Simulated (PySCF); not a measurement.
Compound: C₅H₁₂N₂.
SMILES with atom numbers: `[CH3:1][NH:2][N:3]([CH3:4])[CH:5]1[CH2:6][CH2:7]1` (hydrogens: H8, H9, H10 on C1; H11 on N2; H12, H13, H14 on C4; H15 on C5; H16, H17 on C6; H18, H19 on C7)

Torsions of this conformer, `[CH3:1][NH:2][N:3]([CH3:4])[CH:5]1[CH2:6][CH2:7]1`: C1–N2–N3–C4 -154°, N2–N3–C5–C6 -91°.

The closed-shell ground state was solved at several levels (PySCF, density fitting, gas phase, non-relativistic). The structure is a single GFN2-xTB conformer in the gas phase; no vibrational or solvent corrections.

| level | basis functions | total energy (Eh) | HOMO (eV) | LUMO (eV) | gap (eV) | dipole (D) |
| --- | --- | --- | --- | --- | --- | --- |
| CAM-B3LYP/def2-SVPD | 236 | -306.8070 | -7.81 | 1.55 | 9.36 | 1.35 |
| PBE0/pcSseg-1 | 179 | -306.7746 | -6.34 | 1.54 | 7.88 | 1.29 |

Question: Estimate the row for PBE0/def2-SVPD, a basis of 236 functions; the other rows only guide the guess.

Answer: Total energy -306.6135 Eh, HOMO -6.39 eV, LUMO 0.90 eV, gap 7.29 eV, dipole 1.29 D.

Question: Over all these levels, which gives the widest orbital gap and which the narrowest?

Answer: CAM-B3LYP/def2-SVPD (range-separated hybrid) has the widest, 9.36 eV, and PBE0/def2-SVPD (global hybrid, 25 % exact exchange) the narrowest, 7.29 eV. The two share the basis. From the narrowest to the widest the HOMO moves by -1.42 eV and the LUMO by +0.65 eV.

Question: How far do the dipole and the HOMO energy spread over the levels?

Answer: The dipole runs from 1.29 to 1.35 D (mean 1.31 D) and the HOMO from -7.81 to -6.34 eV.
